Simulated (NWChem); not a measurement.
Everything below was run with NWChem. System: H3Al, charge 0, spin multiplicity 1, at a geometry optimised with PBE/def2-SVP. The structure started from a generated list of species. Level: PBE0/aug-cc-pVDZ.

Input file:

```
start mol
memory heap 200 mb stack 900 mb global 1100 mb
geometry units angstroms nocenter noautoz
  Al     0.000000     0.000000    -0.000001
  H      0.000000     0.000000     1.600824
  H      1.386352     0.000000    -0.800406
  H     -1.386352     0.000000    -0.800406
  symmetry group C2v
end
basis spherical
  * library aug-cc-pvdz
end
dft
  xc pbe0
  semidirect memsize 60000000 filesize 0
  iterations 100
end
task dft energy
```

NWChem printed:

```
             Northwest Computational Chemistry Package (NWChem) 7.3.0
             --------------------------------------------------------

                                NWChem Input Module
                                -------------------

 Scaling coordinates for geometry "geometry" by  1.889725989
 (inverse scale =  0.529177249)

 Turning off AUTOSYM since
 SYMMETRY directive was detected!

                             Geometry "geometry" -> ""
                             -------------------------

 Output coordinates in angstroms (scale by  1.889725989 to convert to a.u.)

  No.       Tag          Charge          X              Y              Z
 ---- ---------------- ---------- -------------- -------------- --------------
    1 Al                  13.0000     0.00000000     0.00000000    -0.00000100
    2 H                    1.0000     0.00000000     0.00000000     1.60082400
    3 H                    1.0000     1.38635200     0.00000000    -0.80040600
    4 H                    1.0000    -1.38635200     0.00000000    -0.80040600

 Effective nuclear repulsion energy (a.u.)      13.4646400982

            Nuclear Dipole moment (a.u.)
            ----------------------------
        X                 Y               Z
 ---------------- ---------------- ----------------
     0.0000000000     0.0000000000    -0.0000018897

      Symmetry information
      --------------------

 Group name             C2v
 Group number             16
 Group order               4
 No. of unique centers     3

      Symmetry unique atoms

     1    2    3


 Summary of "ao basis" -> "" (spherical)
 ------------------------------------------------------------------------------
       Tag                 Description            Shells   Functions and Types
 ---------------- ------------------------------  ------  ---------------------
 *                        aug-cc-pvdz                 on all atoms

                                 NWChem DFT Module
                                 -----------------

 Summary of "ao basis" -> "ao basis" (spherical)
 ------------------------------------------------------------------------------
       Tag                 Description            Shells   Functions and Types
 ---------------- ------------------------------  ------  ---------------------
 Al                       aug-cc-pvdz               11       27   5s4p2d
 H                        aug-cc-pvdz                5        9   3s2p

 Summary of "ao basis" -> "ao basis" (spherical)
 ------------------------------------------------------------------------------
       Tag                 Description            Shells   Functions and Types
 ---------------- ------------------------------  ------  ---------------------
 Al                       aug-cc-pvdz               11       27   5s4p2d
 H                        aug-cc-pvdz                5        9   3s2p

      Symmetry analysis of basis
      --------------------------

        a1         25
        a2          4
        b1         15
        b2         10

            General Information
            -------------------
          SCF calculation type: DFT
          Wavefunction type:  closed shell.
          No. of atoms     :     4
          No. of electrons :    16
           Alpha electrons :     8
            Beta electrons :     8
          Charge           :     0
          Spin multiplicity:     1
          Use of symmetry is: on ; symmetry adaption is: on
          Maximum number of iterations: 100
[...]
 d= 0,ls=0.0,diis     1   -243.0147238202 -2.56D+02  1.67D+01  5.99D-01     1.3
 d= 0,ls=0.0,diis     2   -243.9406250891 -9.26D-01  1.32D-02  4.61D-01     1.4
 d= 0,ls=0.0,diis     3   -244.0571719173 -1.17D-01  5.62D-03  3.65D-02     1.5
 d= 0,ls=0.0,diis     4   -244.0680298217 -1.09D-02  1.26D-03  1.96D-03     1.6
 d= 0,ls=0.0,diis     5   -244.0686532947 -6.23D-04  1.34D-04  1.35D-05     1.6
  Resetting Diis
 d= 0,ls=0.0,diis     6   -244.0686568847 -3.59D-06  2.27D-05  5.22D-07     1.7
 d= 0,ls=0.0,diis     7   -244.0686569839 -9.91D-08  3.05D-06  7.73D-09     1.8

         Total DFT energy =     -244.068656983851
      One electron energy =     -365.359834109637
           Coulomb energy =      127.416799140908
    Exchange-Corr. energy =      -19.590262113293
 Nuclear repulsion energy =       13.464640098171

 Numeric. integr. density =       16.000010855435

     Total iterative time =      1.1s

                  Occupations of the irreducible representations
                  ----------------------------------------------

                     irrep           alpha         beta
                     --------     --------     --------
                     a1                5.0          5.0
                     a2                0.0          0.0
                     b1                2.0          2.0
                     b2                1.0          1.0

                       DFT Final Molecular Orbital Analysis
                       ------------------------------------

 Vector    6  Occ=2.000000D+00  E=-4.332989D-01  Symmetry=a1
              MO Center= -1.7D-15, -1.5D-16,  1.1D-04, r^2= 2.3D+00
   Bfn.  Coefficient  Atom+Function         Bfn.  Coefficient  Atom+Function
  ----- ------------  ---------------      ----- ------------  ---------------
     3      0.450781  1 Al s                 28      0.198124  2 H  s
     4      0.197128  1 Al s                 37      0.198090  3 H  s
    46      0.198090  4 H  s                 29      0.085036  2 H  s
    38      0.085022  3 H  s                 47      0.085022  4 H  s
     5     -0.030788  1 Al s

 Vector    7  Occ=2.000000D+00  E=-3.139745D-01  Symmetry=a1
              MO Center= -4.9D-11, -2.0D-16,  6.1D-01, r^2= 2.6D+00
   Bfn.  Coefficient  Atom+Function         Bfn.  Coefficient  Atom+Function
  ----- ------------  ---------------      ----- ------------  ---------------
    28      0.364455  2 H  s                 11      0.337911  1 Al pz
    14      0.198615  1 Al pz                37     -0.182239  3 H  s
    46     -0.182239  4 H  s                 29      0.144726  2 H  s
    20      0.082962  1 Al d  0              38     -0.072363  3 H  s
    47     -0.072363  4 H  s                 30     -0.057222  2 H  s

 Vector    8  Occ=2.000000D+00  E=-3.139645D-01  Symmetry=b1
              MO Center=  4.9D-11,  3.0D-16, -6.1D-01, r^2= 2.6D+00
   Bfn.  Coefficient  Atom+Function         Bfn.  Coefficient  Atom+Function
  ----- ------------  ---------------      ----- ------------  ---------------
     9      0.337917  1 Al px                37      0.315630  3 H  s
    46     -0.315630  4 H  s                 12      0.198625  1 Al px
    38      0.125332  3 H  s                 47     -0.125332  4 H  s
    21      0.095793  1 Al d  1              39     -0.049558  3 H  s
    48      0.049558  4 H  s                 26      0.042234  1 Al d  1

 Vector    9  Occ=0.000000D+00  E=-6.711412D-02  Symmetry=b2
              MO Center= -5.4D-15,  3.6D-15,  2.9D-05, r^2= 4.6D+00
   Bfn.  Coefficient  Atom+Function         Bfn.  Coefficient  Atom+Function
  ----- ------------  ---------------      ----- ------------  ---------------
    13      0.549795  1 Al py                10      0.421976  1 Al py
    16      0.137479  1 Al py                35      0.030229  2 H  py
    44      0.030223  3 H  py                53      0.030223  4 H  py

 Vector   10  Occ=0.000000D+00  E= 1.394906D-02  Symmetry=a1
              MO Center=  2.6D-14,  1.2D-14,  8.3D-04, r^2= 1.5D+01
   Bfn.  Coefficient  Atom+Function         Bfn.  Coefficient  Atom+Function
  ----- ------------  ---------------      ----- ------------  ---------------
     5      2.639667  1 Al s                  4     -1.398485  1 Al s
    30     -0.377803  2 H  s                 39     -0.377544  3 H  s
    48     -0.377544  4 H  s                  3     -0.249821  1 Al s
    29      0.195177  2 H  s                 38      0.195240  3 H  s
    47      0.195240  4 H  s                 36     -0.050308  2 H  pz

 Vector   11  Occ=0.000000D+00  E= 1.971157D-02  Symmetry=b1
              MO Center= -1.9D-14, -4.1D-29,  7.6D-01, r^2= 2.7D+01
   Bfn.  Coefficient  Atom+Function         Bfn.  Coefficient  Atom+Function
  ----- ------------  ---------------      ----- ------------  ---------------
    15      1.529221  1 Al px                39     -1.047838  3 H  s
    48      1.047838  4 H  s                 12      0.399828  1 Al px
    38     -0.223196  3 H  s                 47      0.223196  4 H  s
    37     -0.068297  3 H  s                 46      0.068297  4 H  s
    21     -0.050396  1 Al d  1              43      0.043312  3 H  px

 center of mass
 --------------
 x =   0.00000000 y =   0.00000000 z =  -0.00000094

 moments of inertia (a.u.)
 ------------------
          13.834359623454           0.000000000000           0.000000000000
           0.000000000000          27.668743457941           0.000000000000
           0.000000000000           0.000000000000          13.834383834486

     Multipole analysis of the density
     ---------------------------------

     L   x y z        total         alpha         beta         nuclear
     -   - - -        -----         -----         ----         -------
     0   0 0 0     -0.000000     -8.000000     -8.000000     16.000000

     1   1 0 0      0.000000      0.000000      0.000000      0.000000
     1   0 1 0     -0.000000     -0.000000     -0.000000      0.000000
     1   0 0 1     -0.000082     -0.000040     -0.000040     -0.000002

     2   2 0 0    -13.633134    -13.680052    -13.680052     13.726970
     2   1 1 0      0.000000      0.000000      0.000000      0.000000
     2   1 0 1      0.000000      0.000000      0.000000      0.000000
     2   0 2 0     -8.926606     -4.463303     -4.463303      0.000000
     2   0 1 1     -0.000000     -0.000000     -0.000000      0.000000
     2   0 0 2    -13.633258    -13.680102    -13.680102     13.726946

 Task  times  cpu:        1.8s     wall:        1.8s

 Total times  cpu:        1.9s     wall:        1.9s
```
